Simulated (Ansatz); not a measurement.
AlSiH₇O₂, closed shell: at a first-order saddle point.

Input (in.yaml):

```yaml
crystal:
  periodic: [false, false, false]
  atoms:
    - {symbol: Al, position_ang: [-1.447804, -0.315586, 0.562907]}
    - {symbol: O, position_ang: [-0.229095, -1.221577, 1.608740]}
    - {symbol: H, position_ang: [-2.109069, -1.196859, -0.573739]}
    - {symbol: H, position_ang: [-2.243303, 0.783782, 1.384734]}
    - {symbol: H, position_ang: [0.456631, -0.425501, 0.860570]}
    - {symbol: O, position_ang: [0.241746, 0.313025, -0.003967]}
    - {symbol: Si, position_ang: [1.177153, 0.699016, -1.314233]}
    - {symbol: H, position_ang: [-0.189465, -1.092447, 2.557107]}
    - {symbol: H, position_ang: [0.351525, 1.513032, -2.237086]}
    - {symbol: H, position_ang: [2.350864, 1.478339, -0.849778]}
    - {symbol: H, position_ang: [1.641015, -0.535324, -1.995255]}
basis:
  gaussian: {orbitals: def2-TZVPP}
hamiltonian: {xc: lda}
```

Command:

```bash
ansatz run in.yaml --threads 4 --pin off --events-out ev --progress --plain --max-ram 9574MiB
```

Output of Ansatz 0.2.0:

```
Functional definition: SPW92
  name "SPW92"
  cite "Dirac, Proc. Camb. Phil. Soc. 26, 376 (1930) doi:10.1017/S0305004100016108"
  cite "Slater, Phys. Rev. 81, 385 (1951) doi:10.1103/PhysRev.81.385"
  cite "Perdew & Wang, Phys. Rev. B 45, 13244 (1992) doi:10.1103/PhysRevB.45.13244"
  exchange = slater_x
  correlation = pw_c
1272 factors; their error is unknown
mean field evaluation 1: about -18585.8066 eV, gradient 8.1e1 eV
mean field evaluation 2: about -18534.6095 eV, gradient 1.8e2 eV
mean field evaluation 4: about -18596.4780 eV, gradient 7.0e0 eV
mean field evaluation 8: about -18596.5892 eV, gradient 1.9e-1 eV
mean field evaluation 16: about -18596.5667 eV, gradient 9.7e-5 eV
mean field -18596.56668670 eV, -683.4112205304 hartree, gradient 3.0e-5 eV, S^2 0.000000; 0 other end points of the search recorded, 0 dependent functions left out
reference -18596.56673639 eV, -683.4112223567 hartree; 25, 25 occupied and 219, 219 virtual orbitals, 1272 factors
Total energy: -18596.56673639 eV, -683.4112223567 hartree
```

The run took about 1.2 s on 4 CPU threads of an Arm Neoverse V1 (shared host).
